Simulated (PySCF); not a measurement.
Isomers of C7H10O2Si.

All values: PBE0/pcSseg-1 (PySCF) at GFN2-xTB geometries, gas phase, one conformer each.

Question: Rank by the lowest IAO charge on any atom, lowest value first.
A. `[CH:1]#[C:2][C@@:3]1([SiH:4]([OH:5])[OH:6])[CH2:7][C@@H:8]1[CH:9]=[CH2:10]` with C2–C3–Si4–O5 151°, C3–Si4–O5–H 174°, C3–Si4–O6–H -23°, C7–C8–C9–C10 158°
B. `[CH3:1][O:2][c:3]1[cH:4][cH:5][c:6]([O:7][SiH3:8])[cH:9][cH:10]1` with C1–O2–C3–C4 180°, C5–C6–O7–Si8 0°
C. `[CH:1]#[C:2][Si@:3]1([CH3:4])[CH2:5][C@@H:6]([C:7](=[O:8])[OH:9])[CH2:10]1` with C5–C6–C7–O8 74°, C6–C7–O9–H 178°, C2–Si3–C5–C6 -101°, Si3–C5–C6–C7 -132°, C5–C6–C10–Si3 11°, C2–Si3–C10–C6 99°
D. `[CH2:1]=[CH:2][CH2:3][C:4]1=[CH:5][O:6][C:7](=[O:8])[SiH2:9][CH2:10]1` with C1–C2–C3–C4 115°, C2–C3–C4–C5 106°, C4–C5–O6–C7 -17°, C5–O6–C7–O8 179°, O6–C7–Si9–C10 26°, C7–Si9–C10–C4 -37°

Answer: A (-0.798 e), C (-0.719 e), B (-0.591 e), D (-0.555 e).

Question: Rank by the highest Hirshfeld charge on any atom, lowest value first.
A. `[CH3:1][O:2][c:3]1[cH:4][cH:5][c:6]([O:7][SiH3:8])[cH:9][cH:10]1` with C1–O2–C3–C4 180°, C5–C6–O7–Si8 0°
B. `[CH2:1]=[CH:2][O:3][SiH2:4][CH2:5][C:6](=[O:7])[C:8]#[C:9][CH3:10]` with C1–C2–O3–Si4 -174°, C2–O3–Si4–C5 -176°, O3–Si4–C5–C6 177°, Si4–C5–C6–O7 83°
C. `[CH:1]#[C:2][C@@:3]1([SiH:4]([OH:5])[OH:6])[CH2:7][C@@H:8]1[CH:9]=[CH2:10]` with C2–C3–Si4–O5 151°, C3–Si4–O5–H 174°, C3–Si4–O6–H -23°, C7–C8–C9–C10 158°
D. `[CH:1]#[C:2][Si@:3]1([CH3:4])[CH2:5][C@@H:6]([C:7](=[O:8])[OH:9])[CH2:10]1` with C5–C6–C7–O8 74°, C6–C7–O9–H 178°, C2–Si3–C5–C6 -101°, Si3–C5–C6–C7 -132°, C5–C6–C10–Si3 11°, C2–Si3–C10–C6 99°
E. `[CH2:1]=[CH:2][CH2:3][C:4]1=[CH:5][O:6][C:7](=[O:8])[SiH2:9][CH2:10]1` with C1–C2–C3–C4 115°, C2–C3–C4–C5 106°, C4–C5–O6–C7 -17°, C5–O6–C7–O8 179°, O6–C7–Si9–C10 26°, C7–Si9–C10–C4 -37°

Answer: E (+0.351 e), A (+0.388 e), B (+0.418 e), D (+0.428 e), C (+0.462 e).

Question: Rank by HOMO energy, lowest first.
A. `[CH3:1][O:2][c:3]1[cH:4][cH:5][c:6]([O:7][SiH3:8])[cH:9][cH:10]1` with C1–O2–C3–C4 180°, C5–C6–O7–Si8 0°
B. `[CH:1]#[C:2][Si@:3]1([CH3:4])[CH2:5][C@@H:6]([C:7](=[O:8])[OH:9])[CH2:10]1` with C5–C6–C7–O8 74°, C6–C7–O9–H 178°, C2–Si3–C5–C6 -101°, Si3–C5–C6–C7 -132°, C5–C6–C10–Si3 11°, C2–Si3–C10–C6 99°
C. `[CH2:1]=[CH:2][O:3][SiH2:4][CH2:5][C:6](=[O:7])[C:8]#[C:9][CH3:10]` with C1–C2–O3–Si4 -174°, C2–O3–Si4–C5 -176°, O3–Si4–C5–C6 177°, Si4–C5–C6–O7 83°

Answer: B (-7.76 eV), C (-7.02 eV), A (-6.03 eV).

All values together:

```tsv
SMILES	μ (D)	HOMO (eV)	LUMO (eV)	lowest IAO charge (e)	highest IAO charge (e)	lowest Hirshfeld charge (e)	highest Hirshfeld charge (e)
COc1ccc(O[SiH3])cc1	0.82	-6.03	-0.26	-0.591 (O)	+0.869 (Si)	-0.197 (O)	+0.388 (Si)
C#C[Si@]1(C)C[C@@H](C(=O)O)C1	1.35	-7.76	-0.36	-0.719 (C)	+1.061 (Si)	-0.275 (O)	+0.428 (Si)
C#C[C@@]1([SiH](O)O)C[C@@H]1C=C	1.33	-6.95	-0.12	-0.798 (O)	+1.331 (Si)	-0.314 (O)	+0.462 (Si)
C=CCC1=COC(=O)[SiH2]C1	4.37	-7.02	-0.99	-0.555 (C)	+0.706 (Si)	-0.254 (O)	+0.351 (Si)
C=CO[SiH2]CC(=O)C#CC	3.73	-7.02	-1.47	-0.593 (C)	+1.037 (Si)	-0.239 (O)	+0.418 (Si)
```

Conformers: `[CH3:1][O:2][c:3]1[cH:4][cH:5][c:6]([O:7][SiH3:8])[cH:9][cH:10]1` with C1–O2–C3–C4 180°, C5–C6–O7–Si8 0°; `[CH:1]#[C:2][Si@:3]1([CH3:4])[CH2:5][C@@H:6]([C:7](=[O:8])[OH:9])[CH2:10]1` with C5–C6–C7–O8 74°, C6–C7–O9–H 178°, C2–Si3–C5–C6 -101°, Si3–C5–C6–C7 -132°, C5–C6–C10–Si3 11°, C2–Si3–C10–C6 99°; `[CH:1]#[C:2][C@@:3]1([SiH:4]([OH:5])[OH:6])[CH2:7][C@@H:8]1[CH:9]=[CH2:10]` with C2–C3–Si4–O5 151°, C3–Si4–O5–H 174°, C3–Si4–O6–H -23°, C7–C8–C9–C10 158°; `[CH2:1]=[CH:2][CH2:3][C:4]1=[CH:5][O:6][C:7](=[O:8])[SiH2:9][CH2:10]1` with C1–C2–C3–C4 115°, C2–C3–C4–C5 106°, C4–C5–O6–C7 -17°, C5–O6–C7–O8 179°, O6–C7–Si9–C10 26°, C7–Si9–C10–C4 -37°; `[CH2:1]=[CH:2][O:3][SiH2:4][CH2:5][C:6](=[O:7])[C:8]#[C:9][CH3:10]` with C1–C2–O3–Si4 -174°, C2–O3–Si4–C5 -176°, O3–Si4–C5–C6 177°, Si4–C5–C6–O7 83°.
